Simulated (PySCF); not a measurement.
## Telling isomers of C$_{9}$H$_{10}$ apart by NMR

Non-relativistic Hamiltonian, in vacuum, single conformer, one averaged value for each set of equivalent atoms. GFN2-xTB structure; σ from GIAO-PBE0/pcSseg-1; PySCF 2.14.0 with density-fitted response routines.

Chemical shifts δ = σref − σ; 1H (σref 31.72), 13C (σref 186.93) vs TMS, all at this level. Where no couplings were computed, multiplicities follow the n + 1 count of equivalent neighbours, and m marks all less simple cases (inequivalent or close neighbours, rings, F or P nearby). Shifts are as computed. Against solution values, carbons near 30 ppm lie about +3 ppm off and those near 130 ppm about +5 ppm. Of 1211 compounds with measured shifts, 218 miss one by over three times the rms of a fit or turn the order of signals round; such compounds aren't used in these exercises.

(1) Tabulate the signals of `C=C1C=CC=CC=C1C`, `C=C(C)c1ccccc1`, `C=CCc1ccccc1` and their relative energies.

(2) What is the quickest way to tell C=C1C=CC=CC=C1C from C=C(C)c1ccccc1?

(3) What is the quickest way to tell C=C(C)c1ccccc1 from C=CCc1ccccc1?

(4) What is the quickest way to tell C=C1C=CC=CC=C1C from C=CCc1ccccc1?

Results:

(1) 
```tsv
SMILES	carbon types	δC	δH	E rel. (kcal/mol)
C=C1C=CC=CC=C1C	2×C 5×CH 1×CH2 1×CH3	154.6, 149.6, 142.5, 138.1, 137.7, 134.1, 133.3, 116.5, 29.0	6.34 (m, 1H), 6.33 (m, 1H), 6.31 (m, 1H), 6.21 (m, 1H), 6.16 (m, 1H), 4.89 (m, 1H), 4.83 (m, 1H), 2.09 (s, 3H)	29.5
C=C(C)c1ccccc1	2×C 5×CH 1×CH2 1×CH3	154.2, 148.6, 133.8, 133.1, 131.4, 119.7, 24.9	7.65 (m, 2H), 7.62 (m, 2H), 7.56 (m, 1H), 5.55 (m, 1H), 5.44 (m, 1H), 2.27 (s, 3H)	0.0
C=CCc1ccccc1	1×C 6×CH 2×CH2	149.9, 146.5, 134.4, 134.3, 131.5, 118.6, 48.1	7.61 (m, 2H), 7.50 (m, 2H), 7.48 (m, 1H), 6.12 (m, 1H), 5.44 (m, 1H), 5.11 (m, 1H), 3.38 (d, 2H)	4.1
```

Energies are electronic energies at PBE0/pcSseg-1 on these geometries, without zero-point or thermal terms, each for the one conformer computed, which needn't be the lowest.

(2) Count the carbon signals: 9 against 7. The first has an alkene CH at 142.5 ppm, the second an allylic methyl carbon (CH3) at 24.9 ppm. Their most deshielded carbons lie at 154.6 and 154.2 ppm. In the proton spectra the most deshielded non-exchanging signals are 6.34 (m, 1H) and 7.65 (m, 2H).

(3) Both give the same number of carbon signals, but DEPT or the intensities differ. The first has an allylic methyl carbon (CH3) at 24.9 ppm, the second an sp3 CH2 on an aromatic ring at 48.1 ppm. Their most deshielded carbons lie at 154.2 and 149.9 ppm.

(4) Count the carbon signals: 9 against 7. The first has an allylic methyl carbon (CH3) at 29.0 ppm, the second an sp3 CH2 on an aromatic ring at 48.1 ppm. Their most deshielded carbons lie at 154.6 and 149.9 ppm. In the proton spectra the most deshielded non-exchanging signals are 6.34 (m, 1H) and 7.61 (m, 2H).
